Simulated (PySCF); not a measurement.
This PySCF input asks for the NMR shieldings of SMILES C(BC#C)N([SiH3])CC=C, C$_{6}$H$_{12}$BNSi; the geometry comes from GFN2-xTB.

```python
import basis_set_exchange as bse
import numpy as np
from pyscf import gto, dft
from pyscf.prop import nmr

atoms = """
C     3.052054   -0.676373    1.315591
C     2.597294   -0.632534    0.198855
B     2.020852   -0.570494   -1.183688
C     0.637623    0.143129   -1.467611
N    -0.097701    0.672095   -0.330237
Si    0.221043    2.242193    0.272379
C    -0.714435   -0.346648    0.495759
C    -2.042234   -0.773447   -0.059243
C    -3.164546   -0.797713    0.633520
H     3.452920   -0.716302    2.287347
H     2.603477   -1.050522   -2.080688
H    -0.022592   -0.527787   -2.035106
H     0.835706    0.979307   -2.149051
H     1.433346    2.384607    1.099831
H    -0.947521    2.603303    1.075600
H     0.365832    3.096061   -0.910098
H    -0.855858    0.039002    1.506540
H    -0.047181   -1.219637    0.562033
H    -2.043615   -1.054171   -1.103945
H    -4.100655   -1.104297    0.197590
H    -3.192727   -0.518126    1.674149
"""
names = dict.fromkeys(["C", "B", "N", "Si", "H"], "pcSseg-1")
basis = {el: gto.basis.parse(bse.get_basis(n, elements=[el], fmt="nwchem")) for el, n in names.items()}
mol = gto.M(atom=atoms, basis=basis, charge=0, verbose=0)
mf = dft.RKS(mol, xc="PBE0")
mf.grids.level = 2
mf.grids.alignment = dft.numint.BLKSIZE   # the property module wants whole blocks of grid points
mf.conv_tol = 1e-9
mf.kernel()

calc = nmr.RKS(mf)   # GIAO
C = mf.mo_coeff
Co = C[:, mf.mo_occ > 0]
resp = mf.gen_response(singlet=True, hermi=2)
def vind(x):   # induced exchange potential for any number of trial vectors
    d = np.einsum("pi,xij,qj->xpq", C, 2 * x.reshape(-1, C.shape[1], Co.shape[1]), Co, optimize=True)
    return np.einsum("xpq,pi,qj->xij", resp(d - d.transpose(0, 2, 1)), C, Co, optimize=True).ravel()
mo1, _ = nmr.rhf.solve_mo1(calc, with_cphf=vind)
sigma = calc.kernel(mo1)
for i, s in enumerate(sigma):   # ppm
    print("%2d %-2s %9.2f" % (i, mol.atom_pure_symbol(i), np.trace(s) / 3))
```

Question: Give the expected output.

Answer: 
```
 0 C      43.27
 1 C      88.52
 2 B      22.75
 3 C     127.65
 4 N     247.31
 5 Si    399.38
 6 C     126.79
 7 C      44.65
 8 C      67.26
 9 H      26.48
10 H      24.61
11 H      27.95
12 H      28.72
13 H      26.56
14 H      27.02
15 H      27.20
16 H      28.34
17 H      27.94
18 H      25.25
19 H      26.45
20 H      26.40
```

These numbers come from an equivalent density-fitted implementation of the same equations, which agrees with the script to about 0.01 ppm for H and up to a few tenths of a ppm for heavy atoms, so last digits may differ.

Size and cost of the density-fitted run: 220 basis functions, 110 s wall time on 1 thread of an Arm Neoverse N1, shared host; peak memory 0.99 GiB.
